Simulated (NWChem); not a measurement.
C₂H₅NOSi; SMILES C1=NC[SiH2]O1

```xyz
10

C      0.8429     1.1614     0.0000
N     -0.3892     1.5108     0.0000
C     -1.3029     0.3569     0.0000
Si    -0.1312    -1.1626     0.0000
O      1.2735    -0.1368     0.0000
H      1.6656     1.8993     0.0000
H     -1.9710     0.4046     0.8866
H     -1.9710     0.4046    -0.8866
H     -0.1097    -2.0221    -1.2296
H     -0.1097    -2.0221     1.2296
```
Atoms are numbered in this order, from 1.

Level: PBE-D3(BJ)/def2-SVP (NWChem), optimised geometry, unscaled harmonic frequencies. 

```csv
frequency (cm⁻¹),IR intensity (km/mol)
143,1.1
420,0.8
466,16.3
492,27.7
645,5.4
653,23.3
710,52.7
743,5.7
796,30.9
857,44.1
915,1.8
937,61.3
944,78.6
1118,198.6
1141,8.2
1165,18.9
1296,0.5
1362,3.4
1656,140.3
2180,91.9
2189,125.5
2984,10.9
3028,3.1
3109,12.7
```

```json
{
  "zero_point_energy": "42.8 kcal/mol",
  "thermal correction to the enthalpy at 298.15 K (with zero-point energy)": "46.6 kcal/mol",
  "heat capacity Cv": "19.0 cal/(mol K)",
  "entropy at 298.15 K and 1 atm (symmetry number 1)": "72.2 cal/(mol K)",
  "dipole_moment": "1.55 D"
}
```

Rigid rotor and harmonic oscillator.
